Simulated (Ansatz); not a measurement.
The cluster Na₂Te, 3 atoms. Hardware: 4 threads of Arm Neoverse V2 on a shared host.

In the def2 sets Te takes a core potential; there is no spin–orbit coupling. Correlated methods freeze 6 core orbitals; core or outer-core shells of Na, Te are correlated, in sets that lack core-valence functions.

(1) How many basis functions does each of these Ansatz runs have, and roughly what does it cost? ωB97M-V/def2-TZVP, charge 0 singlet, energy, from earlier orbitals; RPA@PBE/def2-TZVP, charge 0 singlet, energy, from earlier orbitals; PBE with 35 % exact exchange/def2-TZVP, charge 0 triplet, energy, from earlier orbitals; PBE with 5 % exact exchange/def2-TZVP, charge 0 quintet, energy, from earlier orbitals; r2SCAN-D4/def2-TZVP, charge 0 triplet, energy, from earlier orbitals; PBE-D4/def2-TZVP, charge 0 unrestricted singlet, energy, from earlier orbitals; r2SCAN-D4/def2-TZVP, charge 0 quintet, energy, from earlier orbitals; PBE with 10 % exact exchange/def2-TZVP, charge 0 singlet, energy, from earlier orbitals; r2SCAN-D4/def2-TZVP, charge 0 singlet, relaxation, 5 steps; BLYP-D4/def2-TZVP, charge 0 singlet, energy, from earlier orbitals; r2SCAN-D4/def2-TZVP, charge 0 unrestricted singlet, energy, from earlier orbitals; PBE0-D4/def2-SVP, charge 0 singlet, energy, from earlier orbitals.

## Answers

(1) Other jobs shared the machine, so times can vary by a factor of up to 3. A dash marks memory too small to be measured apart from the calling script's.

| run | functions | fitting or Cholesky vectors | wall time | peak host memory (GiB) |
| --- | --- | --- | --- | --- |
| PBE0-D4/def2-SVP, charge 0 singlet, energy, from earlier orbitals | 56 | 603 | 0.75 s | – |
| PBE with 10 % exact exchange/def2-TZVP, charge 0 singlet, energy, from earlier orbitals | 114 | 943 | 0.95 s | – |
| BLYP-D4/def2-TZVP, charge 0 singlet, energy, from earlier orbitals | 114 | 940 | 1.1 s | – |
| PBE-D4/def2-TZVP, charge 0 unrestricted singlet, energy, from earlier orbitals | 114 | 940 | 1.6 s | – |
| RPA@PBE/def2-TZVP, charge 0 singlet, energy, from earlier orbitals | 114 | 1054 | 1.9 s | – |
| r2SCAN-D4/def2-TZVP, charge 0 unrestricted singlet, energy, from earlier orbitals | 114 | 940 | 3.1 s | – |
| PBE with 5 % exact exchange/def2-TZVP, charge 0 quintet, energy, from earlier orbitals | 114 | 940 | 3.2 s | – |
| ωB97M-V/def2-TZVP, charge 0 singlet, energy, from earlier orbitals | 114 | 965 | 4 s | – |
| PBE with 35 % exact exchange/def2-TZVP, charge 0 triplet, energy, from earlier orbitals | 114 | 1057 | 4.3 s | – |
| r2SCAN-D4/def2-TZVP, charge 0 triplet, energy, from earlier orbitals | 114 | 940 | 4.8 s | – |
| r2SCAN-D4/def2-TZVP, charge 0 singlet, relaxation, 5 steps | 114 | 940 | 6.5 s | – |
| r2SCAN-D4/def2-TZVP, charge 0 quintet, energy, from earlier orbitals | 114 | 940 | 7 s | – |
